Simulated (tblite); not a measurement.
C2H9FSSi2.
Numbering: `[CH3:1][S:2][SiH2:3][SiH2:4][CH2:5][F:6]` (hydrogens: H7, H8, H9 on C1; H10, H11 on Si3; H12, H13 on Si4; H14, H15 on C5)

Geometry (GFN2-xTB, Å), atoms numbered from 1 in this order:
```
atom  x, y, z in Å
C1     3.3827   -0.2496   -0.3097
S2     1.9121   -1.1069    0.3244
Si3    0.3847    0.2516   -0.3552
Si4   -1.6172   -0.5992    0.4184
C5    -2.9781    0.3789   -0.5181
F6    -2.6511    1.7246   -0.5256
H7     3.3179   -0.1662   -1.3899
H8     3.4525    0.7345    0.1430
H9     4.2433   -0.8488   -0.0324
H10    0.7881    1.5667    0.1531
H11    0.5564    0.3194   -1.8131
H12   -1.8532   -0.3759    1.8502
H13   -1.9050   -2.0116    0.1404
H14   -3.9596    0.3048   -0.0475
H15   -3.0779    0.0857   -1.5657
```

Computed with GFN2-xTB (tblite): harmonic, unscaled wavenumbers at the GFN2-xTB geometry, gas phase. Against measured fundamentals such values can be off by several per cent, at times by over 20. Modes of hydrogen on silicon can be 10 to 20 % off. One conformer, not necessarily the lowest.

Harmonic wavenumbers (cm⁻¹): 27.3, 45.5, 51.8, 84.2, 118.7, 122.9, 188.0, 269.8, 355.9, 434.2, 454.4, 524.2, 561.2, 572.6, 627.2, 684.6, 715.4, 727.2, 762.3, 784.2, 818.5, 948.3, 957.6, 1018.1, 1202.8, 1273.7, 1323.1, 1453.5, 1453.7, 1458.9, 2183.9, 2216.2, 2221.4, 2232.6, 2957.2, 2974.1, 3029.1, 3033.3, 3059.3.

A = 4629, B = 725.5, C = 647.5 MHz; mass 139.995 u (most abundant isotopes); point group C1, symmetry number 1.

Question: Zero-point energy?

Answer: Half the sum of the wavenumbers: 21963 cm⁻¹ = 262.74 kJ/mol.

Question: Give the ideal-gas entropy at 200 K and 1 bar in the rigid-rotor, harmonic-oscillator model (classical rotation).

Answer: Translation 162.19, rotation 117.95, vibration 108.61: S = 388.8 J/(mol K).

Question: And Cp and H(200 K) − H(0)?

Answer: Cp = 125.33 J/(mol K), of which vibrations give 92.07 (their classical limit is 39 R = 324.3); H(200 K) − H(0) = 17.13 kJ/mol without the zero-point energy, 10.48 from vibrations.

Question: How do the functions run with temperature in this model?

Answer: 
| T (K) | S (J/(mol K)) | Cp (J/(mol K)) | H − H(0) (kJ/mol) | G − H(0) (kJ/mol) | ln q(vib) |
| --- | --- | --- | --- | --- | --- |
| 50 | 262.3 | 68.5 | 2.52 | -10.60 | 1.34 |
| 100 | 316.4 | 88.4 | 6.48 | -25.16 | 3.34 |
| 298.15 | 445.6 | 160.8 | 31.21 | -101.64 | 9.71 |
| 373.15 | 484.2 | 183.7 | 44.16 | -136.53 | 11.82 |
| 500 | 542.5 | 214.4 | 69.50 | -201.73 | 15.17 |
| 750 | 638.0 | 256.4 | 128.74 | -349.73 | 21.10 |
| 1000 | 715.8 | 284.1 | 196.52 | -519.25 | 26.32 |

q(vib) and H(0) count from the zero-point level.

Question: Which modes carry the vibrational entropy at 200 K?

Answer: 27.3 cm⁻¹: 21.86; 45.5 cm⁻¹: 17.64; 51.8 cm⁻¹: 16.57; 84.2 cm⁻¹: 12.61; 118.7 cm⁻¹: 9.88; 122.9 cm⁻¹: 9.60 J/(mol K); the other 33 give 20.46 together.

Question: What must be added to the electronic energy to get the Gibbs energy at 200 K and 1 bar?

Answer: ZPE + [H(200 K) − H(0)] − T·S = 262.74 + 17.13 − 77.75 = 202.12 kJ/mol.

Question: Blend soft modes into free rotors: weight 1/[1 + (100 cm⁻¹/ν̃)⁴] for the oscillator and the rest for a rotor with moment μB/(μ + B), μ = h/(8π²ν), B = 10⁻⁴⁴ kg m². What vibrational entropy results?

Answer: 94.18 J/(mol K) in place of 108.61, which changes −T·S at 200 K by +2.89 kJ/mol.

Hindered rotation and anharmonicity are outside this model. Other conformers, if any are populated, would add a mixing term that is left out. The structure is chiral; the term R ln 2 for an equal mix with its mirror image is left out.
